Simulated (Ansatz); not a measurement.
The same path of H₆OSi₃ (10 atoms, charge 0, multiplicity 1) was run 3 times with different band settings. Lost on the way: Si4–H10. Made: O1–H10.

Computed with UKS revPBE-D4/STO-3G (Ansatz 0.2.0).

Relaxed end points:

```xyz
10
Properties=species:S:1:pos:R:3
O -0.229 1.607 -0.085
Si -0.990 0.309 -1.016
Si 0.197 -1.291 0.070
Si 0.859 0.687 0.963
H -0.752 0.497 -2.453
H -2.448 0.337 -0.841
H 1.177 -2.049 -0.704
H -0.538 -2.211 0.932
H 0.557 0.952 2.376
H 2.250 1.111 0.761
```

```xyz
10
Properties=species:S:1:pos:R:3
O 0.154 1.461 0.167
Si -0.700 0.244 -0.890
Si 0.277 -1.408 0.308
Si 1.442 0.404 1.262
H -0.260 0.577 -2.250
H -2.104 0.661 -0.805
H 0.916 -2.303 -0.659
H -0.777 -2.216 0.928
H 0.436 0.446 2.382
H 0.701 2.084 -0.440
```

Common settings: movable images 7; climbing image yes; spring 5.0 eV/Å²; optimiser quadratic models (default); start path through a guess of the saddle point; iteration limit 60; end points relaxed.

| run | force threshold |
| --- | --- |
| 1 | 0.03 eV/Å |
| 2 | 0.5 eV/Å |
| 3 | 0.2 eV/Å |

Q: What does each run give, and how far can it be trusted?

A: Run 1: converged after 13 iterations, highest image 2.779 eV above the first end. Neighbouring images differ by up to 1.4 eV, so the band resolves the path poorly. A vibrational analysis at the climbing image gives one clearly imaginary mode, 1155i cm⁻¹: a first-order saddle point.
Run 2: converged after 10 iterations, highest image 2.773 eV above the first end. The threshold of 0.5 eV/Å is loose, so the images may lie well off the minimum-energy path. Neighbouring images differ by up to 1.3 eV, so the band resolves the path poorly. The order of the stationary point at the top wasn't checked.
Run 3: converged after 9 iterations, highest image 2.789 eV above the first end. The threshold of 0.2 eV/Å is loose, so the images may lie well off the minimum-energy path. Neighbouring images differ by up to 1.4 eV, so the band resolves the path poorly. The order of the stationary point at the top wasn't checked.
The orbitals stay closed-shell, which can raise the energy where a bond breaks towards radicals; this wasn't checked here. Limits of this set-up: minimal basis.
